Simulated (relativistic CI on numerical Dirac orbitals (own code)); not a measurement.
Computed by Dirac-Coulomb-Breit CI, KLI orbitals optimised for each configuration, model QED, unscaled Slater integrals (own radial code, finite nucleus).

CI space (outside the closed core 1s2): 2s2 2p5, 2s 2p6, 2p6 3s, 2p6 3p, 2s2 2p4 3s, 2p6 3d, 2s2 2p4 3p, 2s2 2p4 3d, 2s 2p5 3s, 2s 2p5 3p, 2s 2p5 3d, 2s2 2p4 4s, 2s2 2p4 4p, 2s2 2p4 4d, 2s2 2p4 4f, 2s2 2p3 3s2, 2s 2p5 4s, 2s2 2p3 3s 3p, 2s 2p5 4p, 2s2 2p4 5s, 2s 2p5 4d, 2s2 2p4 5p, 2s 2p5 4f, 2s2 2p3 3s 3d, 2s2 2p4 5d, 2s2 2p3 3p2, 2s2 2p4 5f, 2s2 2p4 5g, 2s2 2p3 3p 3d, 2s 2p4 3s2, 2s2 2p3 3d2, 2s 2p4 3s 3p, 2s 2p4 3s 3d, 2s 2p4 3p2, 2s 2p5 5s, 2s 2p4 3p 3d. Levels of other configurations are missing.

At this charge energies of transitions that change n are usually good to better than 1 %, and those within a shell (Δn = 0) to a few per cent.

Outline of the computed level scheme of Lu LXIII. Lowest level of each configuration: 2s2 2p5 2P°_3/2 at 0.00 eV; 2s 2p6 2S_1/2 at 1599.77 eV; 2s2 2p4 3s 4P_5/2 at 7756.83 eV; 2s2 2p4 3p 4P°_3/2 at 7884.83 eV; 2s2 2p4 3d 4D_3/2 at 8346.24 eV; 2s 2p5 3s 4P°_5/2 at 9292.32 eV; 2s 2p5 3p 4P_3/2 at 9429.51 eV.

Some strong electric-dipole decays among the lowest 45 levels: 2s2 2p4 3d 2P_3/2 → 2s2 2p5 2P°_3/2 (1.7e+15 s⁻¹); 2s2 2p4 3d 2D_5/2 → 2s2 2p5 2P°_3/2 (1.3e+15 s⁻¹); 2s2 2p4 3d 2D_5/2 → 2s2 2p5 2P°_3/2 (9.3e+14 s⁻¹); 2s2 2p4 3d 2P_1/2 → 2s2 2p5 2P°_3/2 (6.6e+14 s⁻¹); 2s 2p5 3p 2D_5/2 → 2s2 2p5 2P°_3/2 (5.3e+14 s⁻¹); 2s2 2p4 3d 4P_1/2 → 2s2 2p5 2P°_3/2 (2.8e+14 s⁻¹); 2s2 2p4 3s 2P_3/2 → 2s2 2p5 2P°_3/2 (1.9e+14 s⁻¹); 2s 2p5 3p 4P_3/2 → 2s2 2p5 2P°_3/2 (1.9e+14 s⁻¹).

LS names give the leading component of a level, which can be under half, so a name can repeat, a term be missing and a line seem to break the LS rules.
